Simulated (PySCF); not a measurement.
PbI₂: breathing scan

All numbers come from BP86/[Pb def2-TZVP with ECP60, I def2-TZVP with ECP28], scalar-relativistic core potentials, density fitting, no spin–orbit coupling, PySCF.

Rigid scan from the singlet minimum (Pb–I 2.837 Å (×2); I–Pb–I 101.8°). Coordinate: all bonds to the central atom scaled together. Energies in kJ/mol from the minimum.

```
scale of all bonds to the centre  E (kJ/mol)  dipole size (D)
                            0.88       131.4             1.75
                            0.92        50.5             2.33
                            0.96        11.0             2.91
                            1.00         0.0             3.47
                            1.04         8.4             4.01
                            1.08        29.6             4.52
                            1.14        75.7             5.24
                            1.22       148.6             6.07
                            1.35       266.1             7.14
```

At long bonds a restricted determinant can lie too high, and another spin state can fall below this curve.

No spin–orbit coupling is included, which matters more the heavier the element.

The scan took of the order of 110 core-seconds on a shared host.
